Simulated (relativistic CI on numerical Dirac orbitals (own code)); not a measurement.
Computed by Dirac-Coulomb-Breit CI, KLI orbitals optimised for each configuration, model QED (radiative potential, 1s self-energy scaled to tabulated hydrogen-like ionisation energies), unscaled Slater integrals (own radial code, finite nucleus).

Configurations in the expansion (outside the closed core [Ne]): 3s2 3p3, 3s 3p4, 3s2 3p2 3d, 3p5, 3s 3p3 3d, 3p4 3d, 3s 3p2 3d2, 3s2 3p 3d 4p, 3p4 4s, 3s 3p2 3d 4s, 3p4 4p, 3s2 3p2 4s, 3s2 3p2 4p, 3s2 3p2 4d, 3p3 3d 4p, 3s 3p3 4s, 3s2 3p2 4f, 3s 3p3 4p, 3s 3p3 4d, 3s 3p3 4f, 3s2 3p2 5s, 3s2 3p2 5p, 3s2 3p 4s 4p, 3s2 3p2 5d, 3s2 3p2 5f, 3s2 3p2 5g, 3s 3p2 4s2, 3s 3p3 5s, 3s2 3p 3d2, 3s2 3d3, 3s 3p 3d3, 3s2 3d2 4s, 3s2 3d2 4p, 3s2 3d2 4d, 3p3 3d2, 3p2 3d3, 3p2 3d2 4s, 3p2 3d2 4p, 3p2 3d2 4d, 3s2 3p 3d 4s, 3s 3p 3d2 4s, 3s2 3d 4s2, 3s2 3d 4s 4p, 3s2 3d 4s 4d, 3s 3p2 3d 4p, 3s 3p 3d2 4p, 3s 3p 3d 4s 4p, 3s 3p 3d 4p2, 3s 3p 3d 4p 4d, 3p3 3d 4s, 3p2 3d 4s2, 3p2 3d 4s 4p, 3p2 3d 4s 4d, 3s2 3p 4s2, 3s 3p 3d 4s2, 3s2 4s2 4p, 3s2 4s2 4d, 3s2 3p 4p2, 3s2 3d 4p2, 3s2 4s 4p2, 3s2 4p3, 3s2 4p2 4d, 3s 3p2 4s 4p, 3s 3p 4s2 4p, 3s 3p 4s 4p2, 3s 3p 4s 4p 4d. Double excitations out of closed p, d and f shells are left out; levels of such configurations are missing from the list, as are those of other unlisted configurations, and high levels can miss mixing partners. These lack a partner that the ground configuration has and come out too high: 3s2 3p2 4f, 3s 3p3 4d, 3s 3p3 4f, 3s2 3p2 5s, 3s2 3p2 5p.

At this charge energies of transitions that change n are usually good to better than 1 %, and those within a shell (Δn = 0) to a few per cent.

Outline of the computed level scheme of Ru XXX. Lowest level of each configuration: 3s2 3p3 4S°_3/2 at 0.000 eV; 3s 3p4 4P_5/2 at 99.801 eV; 3s2 3p2 3d 4F_5/2 at 128.109 eV; 3s 3p3 3d 6D°_5/2 at 211.260 eV.

Some strong electric-dipole decays among the lowest 45 levels: 3s 3p4 2P_3/2 → 3s2 3p3 4S°_3/2 (2.9e+11 s⁻¹); 3s2 3p2 3d 2S_1/2 → 3s2 3p3 2P°_3/2 (2.9e+11 s⁻¹); 3s2 3p2 3d 2F_7/2 → 3s2 3p3 2D°_5/2 (2.7e+11 s⁻¹); 3s2 3p2 3d 2P_1/2 → 3s2 3p3 2D°_3/2 (2.7e+11 s⁻¹); 3s2 3p2 3d 4P_1/2 → 3s2 3p3 4S°_3/2 (2.4e+11 s⁻¹); 3s2 3p2 3d 2D_5/2 → 3s2 3p3 2P°_3/2 (2.3e+11 s⁻¹); 3s2 3p2 3d 2D_3/2 → 3s2 3p3 2D°_3/2 (2.0e+11 s⁻¹); 3s2 3p2 3d 2P_3/2 → 3s2 3p3 2P°_1/2 (2.0e+11 s⁻¹).

LS names give the leading component of a level, which can be under half, so a name can repeat, a term be missing and a line seem to break the LS rules.
